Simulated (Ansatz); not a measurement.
Molecule: CH5OSi, net charge 0, doublet state. It need not be the lowest isomer of its formula. 
Coordinates optimised at B3LYP-D3(BJ)/def2-TZVP (Ansatz, a program for electronic structure):
SMILES: C[SiH2][O]
```xyz
8

C     -1.4793    -0.1418    -0.1958
Si     0.3716    -0.4059     0.0448
O      0.9520     1.1444     0.1365
H     -1.9472    -1.1269    -0.2671
H     -1.6752     0.4127    -1.1125
H     -1.9068     0.3952     0.6498
H      0.9510    -1.1397    -1.1069
H      0.6357    -1.1636     1.2925
```
Charge 0, spin multiplicity 2.

Basis-set convergence of Hartree-Fock and CCSD correlation energies (hartree) with Ansatz. Correlated levels leave the core frozen unless marked. UHF or UKS for open shells. No spin-orbit coupling. No relativistic terms.

| basis | functions | E(HF) | E(corr, CCSD) |
|---|---|---|---|
| cc-pV(D+d)Z | 76 | -404.57597 | -0.43472 |
| cc-pV(T+d)Z | 169 | -404.63221 | -0.53490 |
| cc-pV(Q+d)Z | 324 | -404.64494 | -0.56732 |

Extrapolating the two largest sets (X = 3 and 4) as X^-3: E(corr) = (64·(-0.56732) - 27·(-0.53490))/37 = -0.5910 Eh, an estimate of the basis-set limit. The largest set recovers 96.0 % of it, the smallest 73.6 %.
